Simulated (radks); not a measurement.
Problem. The gallium ion Ga2+, 29 electrons, occupied as [Ar] 3d10 4s1. Method: scalar-relativistic Kohn-Sham, SCAN, spin-polarised, spherical densities, finite nucleus; open shells are filled with parallel spins first; meta-GGA in the generalised Kohn-Sham scheme; Fermi nuclear charge, rms radius 3.9973 fm; computed with a radial shooting solver on a logarithmic mesh with Libxc functionals. Some entries of the table are withheld. Estimate them.

orbital  occ.  eigenvalue (eV)  <r^2> (bohr^2)  <1/r> (bohr^-1)
1s up       1        -10280.47        0.003180            31.30
1s down     1        -10280.39        0.003180            31.30
2s down     1        -1294.807         0.05583            6.863
2s up       1        -1294.773         0.05583            6.863
2p up       3        -1127.608         0.04457            6.715
2p down     3        -1127.603         0.04458            6.715
3s up       1        -173.3428          0.4892            2.185
3s down     1        -173.3376          0.4886            2.185
3p up       3              (1)          0.5436            2.028
3p down     3              (2)          0.5411            2.029
3d up       5         -39.9156          0.8336            1.654
3d down     5         -39.6360          0.8015            1.669
4s up       1         -27.1991           4.786           0.6316

Solution. 
(1) 3p up eigenvalue (eV): -122.2298
(2) 3p down eigenvalue (eV): -122.1923
